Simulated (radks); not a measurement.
Results of a calculation; reference values are marked as such.
Q: Pb, 82 electrons, occupied as [Xe] 4f13.5 5d10 6s1.5 6p3 (fractional occupations, a model configuration). Level of theory: Dirac Kohn-Sham, PBE, spin-unpolarised, spherical densities, finite nucleus; open shells fill j = l - 1/2 first; Fermi nuclear charge, rms radius 5.5012 fm (a radial shooting solver on a logarithmic mesh with Libxc functionals). Some entries of the table are withheld. Estimate them.

orbital  occ.  eigenvalue (eV)  r(max) (bohr)  <r> (bohr)
1s1/2       2        -87927.19       0.009845     0.01606
2s1/2       2        -15723.16        0.05739     0.06692
2p1/2       2        -15106.43        0.04198     0.05488
2p3/2       4        -12917.31        0.04970     0.06380
3s1/2       2        -3783.159         0.1615      0.1740
3p1/2       2        -3503.280         0.1504         (1)
3p3/2       4        -3014.874         0.1660         (2)
3d3/2       4        -2552.284         0.1289      0.1570
3d5/2       6        -2448.355         0.1331      0.1619
4s1/2       2              (3)         0.3627      0.3837
4p1/2       2        -742.6068         0.3601      0.3848
4p3/2       4        -622.6071         0.3916      0.4191
4d3/2       4        -424.1412         0.3827      0.4234
4d5/2       6        -401.6854         0.3922      0.4344
5s1/2       2        -148.7272         0.7868      0.8490
4f5/2       6              (4)            (5)      0.4472
4f7/2     7.5              (6)            (7)      0.4533
5p1/2       2        -106.8970         0.8238      0.9051
5p3/2       4         -84.0194         0.8994      0.9947
5d3/2       4         -25.8062          1.040       1.246
5d5/2       6         -23.0644          1.071       1.292
6s1/2     1.5         -13.0818          1.929       2.254
6p1/2       2          -5.2552          2.321       2.883
6p3/2       1          -3.5927          2.659       3.353

A: 
(1) 3p1/2 <r> (bohr): 0.1644
(2) 3p3/2 <r> (bohr): 0.1807
(3) 4s1/2 eigenvalue (eV): -864.0621
(4) 4f5/2 eigenvalue (eV): -144.8751
(5) 4f5/2 r(max) (bohr): 0.3465
(6) 4f7/2 eigenvalue (eV): -139.7719
(7) 4f7/2 r(max) (bohr): 0.3509
